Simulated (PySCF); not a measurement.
C2H6FNOSi, SMILES N[SiH2]O/C=C/F.

The structure is a stationary point at PBE0-D3(BJ)/def2-SVP. The structure was generated by enumeration; whether it is a known compound was not checked. The values are those of a single conformer.

Level of theory: TDA-PBE/def2-SVPD (PySCF).

Vertical excitations. 

Computed UV-visible absorptions:
```csv
state,energy (eV),λ (nm),f,main pairs
S1,4.78,259,0.035,"HOMO→LUMO 74 %, HOMO→LUMO+1 25 %"
S2,5.49,226,0.000,HOMO→LUMO+2 94 %
S3,5.92,210,0.020,HOMO→LUMO+3 98 %
S4,5.98,207,0.035,HOMO−1→LUMO 95 %
S5,6.25,198,0.020,"HOMO→LUMO+4 69 %, HOMO→LUMO+6 11 %"
S6,6.27,198,0.067,"HOMO→LUMO+4 30 %, HOMO→LUMO+6 27 %, HOMO→LUMO+1 17 %, HOMO→LUMO+5 11 %"
S7,6.47,192,0.002,"HOMO→LUMO+5 54 %, HOMO−1→LUMO+1 38 %"
S8,6.51,191,0.073,"HOMO−1→LUMO+1 57 %, HOMO→LUMO+5 29 %"
S9,6.65,187,0.010,"HOMO→LUMO+7 84 %, HOMO→LUMO+6 14 %"
S10,6.94,179,0.049,"HOMO→LUMO+8 49 %, HOMO→LUMO+6 20 %, HOMO→LUMO+1 10 %"
T1,4.01,309,0,"HOMO→LUMO 67 %, HOMO→LUMO+1 30 %"
T2,4.82,257,0,"HOMO→LUMO+1 66 %, HOMO→LUMO 32 %"
T3,5.34,232,0,HOMO→LUMO+2 98 %
T4,5.75,216,0,HOMO−1→LUMO 97 %
```
Triplets are in the Tamm–Dancoff approximation.
